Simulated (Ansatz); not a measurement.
The same ligand exchange along the group Li, Na, K.

Program: Ansatz. Geometries: PBE0-D4/def2-TZVP. ΔE: electronic, gas phase. CCSD(T)/CBS adds triple-zeta CCSD(T) − MP2 to the extrapolated MP2 energy (def2 sets, frozen cores). This one scheme is used for every species. DFT in def2-TZVPP. Elements past krypton have def2 core potentials. For I, K, Li, Na outer-core shells are correlated without core-valence functions, which leaves a few kJ/mol of doubt a bond. Scalar relativity is left out up to krypton.

```json
{"reaction": "`[Li][S]C` + HI → `[Li][I]` + CH₃SH", "CCSD(T)/CBS(def2) (kJ/mol)": "?"}
{"reaction": "`C[S][Na]` + HI → `[Na][I]` + CH₃SH", "CCSD(T)/CBS(def2) (kJ/mol)": "-137"}
{"reaction": "`C[S][K]` + HI → `[K][I]` + CH₃SH", "CCSD(T)/CBS(def2) (kJ/mol)": "-147"}
```

(1) Fill in the missing values. (Best estimate.)

Largest T1 diagnostic: 0.010, for `C[S][Na]`.

Answers

(1) The calculation gave: `[Li][S]C` + HI → `[Li][I]` + CH₃SH: -125.1 kJ/mol.
